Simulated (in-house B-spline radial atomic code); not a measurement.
Configurations of the iodine ion I⁺, with energies counted from [Kr] 4d10 5s2 5p4. Level of theory: scalar-relativistic (X2C) BLYP, spin-polarised, spherical fractional occupations, Fermi nucleus of rms radius 4.75 fm; calculated with a radial B-spline atomic code at the basis-set limit. Shells without spins written out take the highest spin.

Occupations are held fixed; configurations that lie above the ionisation limit could autoionise.

```
                                              configuration  E - E(ref) (eV)  highest orbital  its <r> (bohr)
                             [Kr] 4d10 5s2 5p(2 up, 2 down)          0.62586            5p up            2.33
                                      [Kr] 4d10 4f1 5s2 5p3           14.941            4f up           7.181
            [Kr] 4d10 5s2 5p(2 up, 1 down) 5f(1 up, 0 down)           17.367            5f up           11.95
[Kr] 4d(5 up, 4 down) 5s2 5p(3 up, 1 down) 5d(0 up, 1 down)           59.658          5d down           3.808
                         [Ar] 3d10 4s2 4p5 4d10 5s2 5p4 5f1           142.88            5f up           10.15
                          [Ar] 3d9 4s2 4p6 4d10 4f1 5s2 5p4           634.01            4f up           6.216
                          [Ar] 3d9 4s2 4p6 4d10 5s2 5p4 5f1           634.95            5f up           10.17
```

Problem. Order these further configurations by energy, lowest first.
A. [Kr] 4d10 5s1 5p4 6p1
B. [Kr] 4d10 5s2 5p3 6d1
C. [Kr] 4d10 4f1 5s1 5p4
D. [Kr] 4d9 5s2 5p4 6s1
E. [Ar] 3d(4 up, 5 down) 4s2 4p6 4d10 5s2 5p(2 up, 3 down)

Solution. B (14.442 eV), A (23.395 eV), C (26.413 eV), D (58.443 eV), E (617.21 eV).

Problem. How far above the reference does [Ar] 3d9 4s2 4p6 4d10 5s2 5p4 6d1 lie?

Solution. 633.69 eV; its least bound orbital is 6d up with <r> = 8.271 bohr.

Problem. How far above the reference does [Kr] 4d(4 up, 5 down) 5s2 5p(2 up, 3 down) lie?

Solution. 47.19 eV; its least bound orbital is 5p up with <r> = 2.244 bohr.
